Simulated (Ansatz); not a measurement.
Reaction (substitution at a C–Si bond): `F[SiH2]C1=C[SiH2]1` + `OCF` → `FCOC1=C[SiH2]1` + `F[SiH3]`

Gas-phase electronic energies from Ansatz, PBE0-D4/def2-TZVP geometries. CBS: MP2 limit from def2 TZ/QZ plus the TZ coupled-cluster correction, frozen cores. This one scheme is used for every species. Each species was taken in one conformer, which may not be the lowest.

```
             species  MP2/def2-QZVPP energy (Eh)
`F[SiH2]C1=C[SiH2]1`                  -756.93420
               `OCF`                  -214.73403
    `FCOC1=C[SiH2]1`                  -580.97328
           `F[SiH3]`                  -390.66367
```

Question: Work out ΔE.

Answer: ΔE = (-580.97328) + (-390.66367) − (-756.93420) − (-214.73403) = 0.03128 Eh = +19.6 kcal/mol. CCSD(T)/CBS gives +19.3 kcal/mol.

Largest T1 diagnostic among the species: 0.013.

From PBE to PBE0 (25 % exact exchange), in def2-TZVPP and without D4, ΔE moves by +1.1 kcal/mol.
